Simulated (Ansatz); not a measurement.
CH$_{2}$BBrO$_{2}$, SMILES `OB1OC1Br`, relaxed with RKS PBE-D4/def2-SVP in Ansatz from a rough embedded geometry. The force threshold is 0.03 eV/Å; the program also tests the step.

Total charge 0; spin multiplicity 1.

Start:

```xyz
7

O     1.061    0.191    1.632
B     0.478   -0.382    0.452
O    -0.578   -1.230   -0.206
C    -0.123   -0.160   -1.013
Br   -1.570    1.193   -0.991
H     0.290    0.818    1.995
H     0.442   -0.430   -1.870
```

```json
{"step": "1", "energy (eV)": "-75855.9723", "largest force (eV/Å)": "3.569", "largest move (Å)": "0.000"}
{"step": "2", "energy (eV)": "-75856.8598", "largest force (eV/Å)": "1.857", "largest move (Å)": "0.187"}
{"step": "3", "energy (eV)": "-75857.1269", "largest force (eV/Å)": "1.310", "largest move (Å)": "0.175"}
{"step": "4", "energy (eV)": "-75857.2005", "largest force (eV/Å)": "0.535", "largest move (Å)": "0.080"}
{"step": "5", "energy (eV)": "-75857.2655", "largest force (eV/Å)": "1.996", "largest move (Å)": "0.197"}
{"step": "6", "energy (eV)": "-75857.4599", "largest force (eV/Å)": "0.834", "largest move (Å)": "0.200"}
{"step": "7", "energy (eV)": "-75857.5304", "largest force (eV/Å)": "0.443", "largest move (Å)": "0.200"}
{"step": "8", "energy (eV)": "-75857.5425", "largest force (eV/Å)": "0.133", "largest move (Å)": "0.104"}
{"step": "9 (rejected)", "energy (eV)": "-75857.5294", "largest force (eV/Å)": "0.199", "largest move (Å)": "0.106"}
{"step": "10", "energy (eV)": "-75857.5477", "largest force (eV/Å)": "0.064", "largest move (Å)": "0.041"}
{"step": "11", "energy (eV)": "-75857.5478", "largest force (eV/Å)": "0.016", "largest move (Å)": "0.011"}
```

End:

```xyz
7

O     0.928    0.489    1.539
B     0.291    0.001    0.463
O    -0.564   -0.995    0.104
C    -0.155   -0.045   -0.982
Br   -1.573    1.100   -1.648
H     0.728   -0.008    2.355
H     0.344   -0.542   -1.830
```

Run time 13 s (4 threads of an Arm Neoverse V1 on a shared host); peak host memory 0.15 GiB.
